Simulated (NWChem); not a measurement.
Molecule: CdHSI; SMILES [SH][Cd][I]

```xyz
4

Cd     0.0117     0.8266     0.0000
I      0.0030    -1.7686     0.0000
S      0.0370     3.1746     0.0000
H     -1.3127     3.2658     0.0000
```
Atoms are numbered in this order, from 1.

All runs: NWChem. Medium grid unless said otherwise, to which SCAN and Minnesota functionals are sensitive. Structure relaxed at the PBE0/def2-SVP level. def2 effective core potentials on Cd, I; no spin-orbit coupling. B3LYP is NWChem's, with the RPA form of VWN correlation. Total energies of different functionals are on different scales.

```
level                  energy (Ha)  highest occupied level (eV)  orbital gap (eV)  dipole (D)
---------------------  -----------  ---------------------------  ----------------  ----------
B3LYP/def2-SVP           -864.3481                        -7.01              4.91        1.05
PBE/def2-SVP             -863.9965                        -6.11              3.46        1.06
SCAN/def2-SVP            -864.3515                        -6.43              3.88        1.09
OLYP/def2-SVP            -864.6690                        -5.91              3.54        1.00
Hartree-Fock/def2-SVP    -861.5665                        -9.89             10.97        1.11
B97-2/def2-SVP           -864.7103                        -7.06              5.14        1.06
B3PW91/def2-SVP          -864.3791                        -7.12              5.05        1.09
BP86/def2-SVP            -864.4655                        -6.22              3.44        1.08
RPBE/def2-SVP            -864.2624                            …              3.51        1.02
```

Some entries are withheld; supply them.


- RPBE/def2-SVP, highest occupied level (eV): -6.06
